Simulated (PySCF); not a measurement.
**Löwdin shares of the frontier orbitals**

CH6F2Si3.
Z-matrix (Å and degrees, GFN2-xTB geometry), rows numbered from 1:
```
F 
C   1  1.4044
Si  2  1.9591  1  108.77
Si  3  2.3420  2   85.78  1   105.08
F   4  1.6294  3  114.21  2   122.07
Si  2  1.9587  1  108.75  3   112.87
H   2  1.0935  1  104.18  3  -123.60
H   3  1.4682  2  109.16  1  -135.42
H   3  1.4630  2  110.14  1   -17.71
H   4  1.4629  3  123.98  2  -117.52
H   6  1.4682  2  109.21  1   135.42
H   6  1.4630  2  110.17  1    17.68
```

The calculation used TDDFT B3LYP/def2-SVPD, vertical, gas phase, core orbitals frozen in the response (PySCF 2.14.0, density-fitted response routines).

Kohn–Sham orbitals with the atoms that hold most of them (Löwdin shares over 4%, at most four atoms; ? is withheld):

| orbital | ε (eV) | atoms |
| --- | --- | --- |
| LUMO+2 | -0.06 | Si4 28%, Si6 16%, Si3 16%, H10 11% |
| LUMO+1 | -1.03 | Si3 22%, Si6 22%, Si4 20%, H9 7% |
| LUMO | -2.10 | ? |
| HOMO | -7.59 | Si4 20%, Si6 18%, Si3 18%, C2 16% |
| HOMO-1 | -7.96 | ? |
| HOMO-2 | -8.15 | C2 21%, Si4 19%, F1 14%, H10 11% |
| HOMO-3 | -9.93 | Si6 22%, Si3 21%, H12 13%, H9 13% |

Give the leading atoms of the LUMO.

Si4 (bonded to F, 2 Si and H) 29%; Si3 (bonded to C, Si and 2 H) 18%; Si6 (bonded to C, Si and 2 H) 18%; C2 (bonded to F, 2 Si and H) 8%. By element: silicon 65%, carbon 8%.

Which atoms hold the HOMO-1, and with what shares?

C2 (bonded to F, 2 Si and H) 19%; Si6 (bonded to C, Si and 2 H) 18%; Si3 (bonded to C, Si and 2 H) 18%; F1 (bonded to C) 12%. By element: silicon 36% or more, carbon 19%, fluorine 12% or more.

How does S1 compare with the orbital gap of 5.50 eV?

S1 is at 4.37 eV (f = 0.0017), 1.13 eV below the gap, made of HOMO→LUMO (99%). 

Give energy, strength and leading configuration of S1, S2, S3, S4 and S6, and follow the Löwdin shares of the leading atoms from the occupied to the empty orbital.

- S1 (4.37 eV, f 0.0017), HOMO→LUMO (99%): Si4 20% → 29%, Si6 18% → 18%, Si3 18% → 18%
- S2 (4.87 eV, f 0.0003), HOMO-1→LUMO (99%): C2 19% → 8%, Si6 18% → 18%, Si4 at most 12% → 29%, Si3 18% → 18%
- S3 (5.06 eV, f 0.0065), HOMO-2→LUMO (99%): C2 21% → 8%, Si4 19% → 29%, Si3 at most 11% → 18%
- S4 (5.85 eV, f 0.020), HOMO-1→LUMO+1 (71%): C2 19% → at most 7%, Si6 18% → 22%, Si3 18% → 22%
- S6 (6.30 eV, f 0.0006), HOMO-2→LUMO+1 (97%): C2 21% → at most 7%, Si4 19% → 20%, Si3 at most 11% → 22%, Si6 at most 11% → 22%

Löwdin shares depend on the basis, the more so with diffuse functions.

On one thread, Arm Neoverse N1 (aarch64), shared host with 64 logical CPUs at a one-minute load of 49, this took 38 s wall and 0.75 GiB of memory at its peak.

One conformer stands for the species.
